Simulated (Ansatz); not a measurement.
C₂H₂BrN, SMILES `N#CCBr`. The species carries charge 0 and has multiplicity 1.

```xyz
6

N     1.084    0.563    1.794
C     0.547    0.301    0.813
C    -0.112   -0.012   -0.434
Br   -1.570   -1.264   -0.167
H     0.586   -0.474   -1.129
H    -0.536    0.886   -0.878
```

**Question.** What are the harmonic wavenumbers in cm⁻¹ at PBE0-D4/def2-TZVP (Ansatz, finite differences of forces, unscaled)? (Estimate.)

**Answer.** Ansatz gave: 164, 368, 456, 678, 872, 976, 1180, 1242, 1452, 2387, 3117, 3178.

**Question.** Is this a minimum?

**Answer.** Yes, all 12 modes are real.

**Question.** Give the ideal-gas thermochemistry at 298.15 K and 1 bar (rigid rotor, harmonic oscillator; point group Cs, symmetry number 1).

**Answer.** Zero-point energy 96.1 kJ/mol; H(298) − E = 109.9 kJ/mol; entropy 296.8 J/(mol·K), of which translation 168.6, rotation 107.1, vibration 21.2; G(298) − E = 21.4 kJ/mol.
